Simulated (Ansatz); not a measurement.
Ansatz (a quantum-chemistry and plane-wave program) input file for F3In, SMILES [F][In]([F])[F] (connectivity only; charge and spin as stated), charge +1, multiplicity 2, PBE-D3(BJ)/def2-SVP. 

Ansatz 0.2 input:
```yaml
crystal:
  periodic: [false, false, false]
  atoms:
    - {symbol: In, position_ang: [0.00000000, 0.00000000, -0.19299061]}
    - {symbol: F, position_ang: [0.00000000, -1.02406812, 1.56757498]}
    - {symbol: F, position_ang: [0.00000000, 0.00000000, -2.08442328]}
    - {symbol: F, position_ang: [0.00000000, 1.02406812, 1.56757498]}
basis:
  gaussian:
    orbitals: def2-SVP
hamiltonian:
  xc: pbe
  dispersion: d3bj
total_charge: 1
magnetization: {spin_polarized: true, initial_magnetization: 1}
relax: {f_tol: 0.002, max_steps: 200}
```

Output:

```
WARN ansatz: RAYON_NUM_THREADS=1 ignored (pool sized by the plan → 1); use --threads N
Functional definition: PBE
integrals: 0.02 GiB planned
760 factors; their error is unknown
mean field: 0.18 GiB planned
mean field evaluation 1: about -13283.4091 eV, gradient 6.8e1 eV
mean field evaluation 2: about -13072.7316 eV, gradient 1.9e2 eV
mean field evaluation 4: about -13299.3847 eV, gradient 8.6e0 eV
mean field evaluation 8: about -13299.7989 eV, gradient 1.7e-1 eV
mean field evaluation 16: about -13299.7690 eV, gradient 1.7e-4 eV
mean field evaluation 32: about -13297.8601 eV, gradient 8.4e-5 eV
mean field evaluation 64: about -13299.7078 eV, gradient 3.0e0 eV
mean field -13299.76903853 eV, -488.7574972586 hartree, gradient 2.0e-5 eV, S^2 0.753109; 4 other end points of the search recorded, 0 dependent functions left out
the calculation of the forces begins
reference -13299.76908838 eV, -488.7574990908 hartree; 24, 23 occupied and 44, 45 virtual orbitals, 760 factors
relax step   1: F+E_penalty+E_count = -13299.80863075 eV  Δ(F+E_penalty+E_count) = +0.000e0 eV  max|allowed force component| = 3.596e-1 eV/Å  Δτ_max = 0.0000 Å  (200 SCF iters, accepted)
these checks for a lower state are left out or cut short: starts, cluster_reference, orbital_swaps, neighbouring_geometries, increment
integrals: 0.02 GiB planned
760 factors; their error is unknown
mean field: 0.18 GiB planned
mean field -13299.77848002 eV, -488.7578442272 hartree, gradient 1.9e-5 eV, S^2 0.753224; 0 other end points of the search recorded, 0 dependent functions left out
the calculation of the forces begins
reference -13299.77852967 eV, -488.7578460517 hartree; 24, 23 occupied and 44, 45 virtual orbitals, 760 factors
relax step   2: F+E_penalty+E_count = -13299.81797397 eV  Δ(F+E_penalty+E_count) = -9.343e-3 eV  max|allowed force component| = 7.607e-2 eV/Å  Δτ_max = 0.0142 Å  (33 SCF iters, accepted)
these checks for a lower state are left out or cut short: starts, cluster_reference, orbital_swaps, neighbouring_geometries, increment
integrals: 0.02 GiB planned
760 factors; their error is unknown
mean field: 0.18 GiB planned
mean field -13299.77907041 eV, -488.7578659234 hartree, gradient 2.3e-5 eV, S^2 0.753261; 0 other end points of the search recorded, 0 dependent functions left out
the calculation of the forces begins
reference -13299.77912003 eV, -488.7578677471 hartree; 24, 23 occupied and 44, 45 virtual orbitals, 760 factors
relax step   3: F+E_penalty+E_count = -13299.81854791 eV  Δ(F+E_penalty+E_count) = -5.739e-4 eV  max|allowed force component| = 6.886e-3 eV/Å  Δτ_max = 0.0065 Å  (33 SCF iters, accepted)
these checks for a lower state are left out or cut short: starts, cluster_reference, orbital_swaps, neighbouring_geometries, increment
integrals: 0.02 GiB planned
760 factors; their error is unknown
mean field: 0.18 GiB planned
mean field -13299.77904996 eV, -488.7578651721 hartree, gradient 5.8e-5 eV, S^2 0.753258; 0 other end points of the search recorded, 0 dependent functions left out
the calculation of the forces begins
reference -13299.77909961 eV, -488.7578669966 hartree; 24, 23 occupied and 44, 45 virtual orbitals, 760 factors
relax step   4: F+E_penalty+E_count = -13299.81853468 eV  Δ(F+E_penalty+E_count) = +1.323e-5 eV  max|allowed force component| = 1.945e-2 eV/Å  Δτ_max = 0.0016 Å  (23 SCF iters, rejected (line search))
these checks for a lower state are left out or cut short: starts, cluster_reference, orbital_swaps, neighbouring_geometries, increment
integrals: 0.02 GiB planned
760 factors; their error is unknown
mean field: 0.18 GiB planned
mean field -13299.77907918 eV, -488.7578662456 hartree, gradient 1.8e-5 eV, S^2 0.753263; 0 other end points of the search recorded, 0 dependent functions left out
the calculation of the forces begins
reference -13299.77912881 eV, -488.7578680695 hartree; 24, 23 occupied and 44, 45 virtual orbitals, 760 factors
relax step   5: F+E_penalty+E_count = -13299.81855737 eV  Δ(F+E_penalty+E_count) = -9.465e-6 eV  max|allowed force component| = 2.105e-3 eV/Å  Δτ_max = 0.0008 Å  (21 SCF iters, accepted)
these checks for a lower state are left out or cut short: starts, cluster_reference, orbital_swaps, neighbouring_geometries, increment
integrals: 0.02 GiB planned
760 factors; their error is unknown
mean field: 0.18 GiB planned
mean field evaluation 96: about -13299.7791 eV, gradient 1.5e-5 eV
mean field -13299.77907987 eV, -488.7578662713 hartree, gradient 1.5e-5 eV, S^2 0.753264; 0 other end points of the search recorded, 0 dependent functions left out
the calculation of the forces begins
reference -13299.77912951 eV, -488.7578680952 hartree; 24, 23 occupied and 44, 45 virtual orbitals, 760 factors
relax step   6: F+E_penalty+E_count = -13299.81855837 eV  Δ(F+E_penalty+E_count) = -9.981e-7 eV  max|allowed force component| = 1.292e-5 eV/Å  Δτ_max = 0.0004 Å  (21 SCF iters, accepted)
integrals: 0.02 GiB planned
760 factors; their error is unknown
mean field: 0.18 GiB planned
mean field evaluation 128: about -13299.7791 eV, gradient 2.5e-5 eV
mean field evaluation 160: about -13297.9985 eV, gradient 1.1e0 eV
mean field -13299.77907987 eV, -488.7578662713 hartree, gradient 1.5e-5 eV, S^2 0.753264; 5 other end points of the search recorded, 0 dependent functions left out
the calculation of the forces begins
reference -13299.77912951 eV, -488.7578680952 hartree; 24, 23 occupied and 44, 45 virtual orbitals, 760 factors
Total energy: -13299.81860800 eV, -488.7593189032 hartree
Atom 0 at     0.000000     0.000000    -0.193975 Å, force     0.000000    -0.000000    -0.000004 eV/Å
Atom 1 at    -0.000000    -1.043096     1.575484 Å, force    -0.000000    -0.000013    -0.000000 eV/Å
Atom 2 at    -0.000000    -0.000000    -2.099257 Å, force    -0.000000    -0.000000     0.000004 eV/Å
Atom 3 at    -0.000000     1.043096     1.575484 Å, force    -0.000000     0.000013    -0.000000 eV/Å
Dipole moment:     0.000000     0.000000    -0.068952 e Å
```

The run converged.
